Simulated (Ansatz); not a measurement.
Geometry optimisation, UKS PBE/def2-SVP in Ansatz 0.2.0.

Input:

```yaml
crystal:
  periodic: [false, false, false]
  atoms:
    - { symbol: Zr, position_ang: [0.0, 0.0, 0.0] }
    - { symbol: F, position_ang: [0.0, 0.0, 2.23] }
    - { symbol: F, position_ang: [1.8671, 0.0, -0.6593] }
    - { symbol: F, position_ang: [-0.9326, 1.6157, -0.6593] }
    - { symbol: F, position_ang: [-0.9326, -1.6157, -0.6593] }
    - { symbol: F, position_ang: [0.0, 0.0, 3.67] }
magnetization:
  spin_polarized: true
  initial_magnetization: 1
basis:
  gaussian: { orbitals: def2-SVP }
hamiltonian:
  xc: pbe
relax:
  f_tol: 0.15
  max_steps: 25
  restrain:
    - { distance: [1, 5], at: 2.34, k: 30.0 }
    - { distance: [0, 1], at: 1.98, k: 30.0 }
```

Run as:

```bash
$ ansatz run input.yaml --threads 4 --pin off --max-ram 5120MiB --backend cpu --events-out ev --progress --plain --runs-dir out
```

Task: Where does it end, and by what steps?

Result: The forces met the threshold. The restraints hold the end off the free minimum; the threshold counts their pulls, which the force column leaves out. Restrained pairs: F2–F6 (1.44 → 2.33 Å), Zr1–F2 (2.23 → 1.95 Å). After 3 steps the energy has fallen by 2.999 eV (the restraints' own energy left out); F6 moved furthest, 0.54 Å. The start is strongly strained (largest force component 12 eV/Å).

```json
{"step": "0", "energy less start (eV)": "0.0000", "largest force component (eV/Å)": "12.298", "accepted": "yes"}
{"step": "1", "energy less start (eV)": "-2.5350", "largest force component (eV/Å)": "4.012", "accepted": "yes"}
{"step": "2", "energy less start (eV)": "-3.0214", "largest force component (eV/Å)": "0.511", "accepted": "yes"}
{"step": "3", "energy less start (eV)": "-2.9990", "largest force component (eV/Å)": "0.851", "accepted": "yes"}
```

```xyz
6
Properties=species:S:1:pos:R:3
Zr 0.000 0.000 -0.076
F 0.000 0.000 1.876
F 1.805 0.000 -0.696
F -0.902 1.563 -0.696
F -0.902 -1.563 -0.696
F 0.000 0.000 4.210
```

The run took 16 s on 4 threads of Arm Neoverse V1, on a shared host, peak memory 0.24 GiB.
